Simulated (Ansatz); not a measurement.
Consider the ligand exchange at the Si–N bond: `O[SiH](O)[NH][GeH3]` + `[OH][GeH3]` → `O[SiH](O)[O][GeH3]` + `[NH2][GeH3]`.

Gas-phase electronic energies from Ansatz, PBE0-D4/def2-TZVP geometries. CCSD(T)/CBS is the MP2 limit (def2-TZVPP, def2-QZVPP) plus CCSD(T) − MP2 in def2-TZVPP, frozen cores. Functionals use def2-TZVPP. B3LYP here is the variant with VWN-RPA as its local correlation; programs differ in this. For Ge outer-core shells are correlated without core-valence functions, which leaves a few kJ/mol of doubt a bond. Scalar relativity is left out up to krypton. One conformer a species, not always the lowest.

```
             level  ΔE (kJ/mol)  difference from CCSD(T)/CBS
            PBE-D4        -47.4                          4.9
           ωB97X-V        -52.7                         -0.4
            B2PLYP        -55.6                         -3.3
            r2SCAN        -53.6                         -1.3
             B3LYP        -56.3                         -4.0
     HF/def2-TZVPP        -63.9                        -11.6
CCSD(T)/def2-TZVPP        -53.2                         -0.9
     HF/def2-QZVPP        -64.6                        -12.3
SCS-MP2/def2-QZVPP        -54.1                         -1.8
      HF/CBS(def2)        -64.7                        -12.4
       CCSD(T)/CBS        -52.3                            0
```

Largest T1 diagnostic among the species: 0.012.

The D4 term adds +3.1 kJ/mol with B3LYP and +1.7 kJ/mol with PBE0; it sums over pairs of atoms, weighted by their polarisabilities, and B3LYP, whose exchange is more repulsive, gets the larger term. In def2-TZVPP, CCSD(T) changes the Hartree–Fock value by +10.6 kJ/mol (the triples alone add +1.3 kJ/mol) and MP2 by +11.8 kJ/mol.
